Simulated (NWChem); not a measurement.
System: arsine (AsH₃); SMILES [AsH3]

Here is an NWChem input.

```
start job
memory heap 200 mb stack 900 mb global 1100 mb
geometry units angstroms noautosym nocenter noautoz
  As     0.005712    -0.004072     0.051836
  H     -1.290903     0.412510    -0.626371
  H      0.825465     0.935846    -0.819501
  H      0.203130    -1.160153    -0.917271
end
basis spherical
  * library aug-cc-pvdz
end
dft
  xc hfexch
  iterations 150
end
tddft
  cis
  nroots 6
  notriplet
end
task tddft energy
```

Output (shortened):

```
             Northwest Computational Chemistry Package (NWChem) 7.3.0
             --------------------------------------------------------

                             Geometry "geometry" -> ""
                             -------------------------

 Output coordinates in angstroms (scale by  1.889725989 to convert to a.u.)

  No.       Tag          Charge          X              Y              Z
 ---- ---------------- ---------- -------------- -------------- --------------
    1 As                  33.0000     0.00571200    -0.00407200     0.05183600
    2 H                    1.0000    -1.29090300     0.41251000    -0.62637100
    3 H                    1.0000     0.82546500     0.93584600    -0.81950100
    4 H                    1.0000     0.20313000    -1.16015300    -0.91727100

 Effective nuclear repulsion energy (a.u.)      35.1595988521

  xc_inp: hfexch multiplicative factor not found.

                                 NWChem DFT Module
                                 -----------------

 Summary of "ao basis" -> "ao basis" (spherical)
 ------------------------------------------------------------------------------
       Tag                 Description            Shells   Functions and Types
 ---------------- ------------------------------  ------  ---------------------
 As                       aug-cc-pvdz               14       36   6s5p3d
 H                        aug-cc-pvdz                5        9   3s2p

            General Information
            -------------------
          SCF calculation type: DFT
          Wavefunction type:  closed shell.
          No. of atoms     :     4
          No. of electrons :    36
           Alpha electrons :    18
            Beta electrons :    18
          Charge           :     0
          Spin multiplicity:     1
          Use of symmetry is: off; symmetry adaption is: off
          Maximum number of iterations: 150
          AO basis - number of functions:    63
                     number of shells:    29
          Convergence on energy requested:  1.00D-06
          Convergence on density requested:  1.00D-05
          Convergence on gradient requested:  5.00D-04

              XC Information
              --------------
                     Hartree-Fock (Exact) Exchange  1.000

      Superposition of Atomic Density Guess
      -------------------------------------

 Sum of atomic energies:       -2235.61003690

      Non-variational initial energy
      ------------------------------

 Total energy =   -2235.804487
 1-e energy   =   -3184.481492
 2-e energy   =     913.517405
 HOMO         =      -0.311690
 LUMO         =       0.024250

[...]

                                NWChem TDDFT Module
                                -------------------

            General Information
            -------------------
           No. of orbitals :     126
            Alpha orbitals :      63
             Beta orbitals :      63
        Alpha frozen cores :       0
         Beta frozen cores :       0
     Alpha frozen virtuals :       0
      Beta frozen virtuals :       0
         Spin multiplicity :       1
    Number of AO functions :      63
        Use of symmetry is : off
      Symmetry adaption is : off
         Schwarz screening :  0.10D-07

              XC Information
              --------------
              Hartree-Fock (Exact) Exchange   1.00

             TDDFT Information
             -----------------
          Calculation type : CIS
         Wavefunction type : Restricted singlets
          No. of electrons :      36
           Alpha electrons :      18
            Beta electrons :      18
              No. of roots :       6
          Max subspacesize :    5200
            Max iterations :     100
               Target root :       1
           Target symmetry : none
      Symmetry restriction : off
                 Algorithm : Optimal
        Davidson threshold :  0.10D-03

    6 smallest eigenvalue differences (eV)
--------------------------------------------------------
  No. Spin  Occ  Vir  Irrep   E(Occ)    E(Vir)   E(Diff)
--------------------------------------------------------
    1    1   18   19 a        -0.381     0.034    11.309
    2    1   18   20 a        -0.381     0.075    12.413
    3    1   18   21 a        -0.381     0.075    12.413
    4    1   18   22 a        -0.381     0.085    12.697
    5    1   18   23 a        -0.381     0.085    12.697
    6    1   18   24 a        -0.381     0.094    12.932
--------------------------------------------------------

  Entering Davidson iterations
  Restricted singlet excited states

  Iter   NTrls   NConv    DeltaV     DeltaE      Time
  ----  ------  ------  ---------  ---------  ---------
    1      6       0     0.59E-01   0.10+100       48.2
    2     12       0     0.42E-01   0.25E-01       47.9
    3     18       0     0.97E-02   0.33E-02       47.7
    4     24       0     0.44E-02   0.16E-03       47.8
    5     30       0     0.12E-02   0.18E-04       47.2
    6     36       1     0.46E-03   0.13E-05       43.7
    7     41       5     0.11E-03   0.10E-06       28.4
    8     42       6     0.98E-04   0.26E-08       33.6
  ----  ------  ------  ---------  ---------  ---------
  Convergence criterion met

  Ground state a       -2235.900181757831 a.u.

  ----------------------------------------------------------------------------
  Root   1 singlet a              0.257226247 a.u.                6.9995 eV
  ----------------------------------------------------------------------------
     Transition Moments    X  0.11227   Y -0.08055   Z  1.01165
     Dipole Oscillator Strength                    0.1787772091
     Electric Quadrupole                           0.0000000263
     Magnetic Dipole                               0.0000000000
     Total Oscillator Strength                     0.1787772354

[...]
```

Level: Hartree-Fock/aug-cc-pVDZ, CIS. Structure relaxed at the PBE0-D3(BJ)/def2-TZVP level.
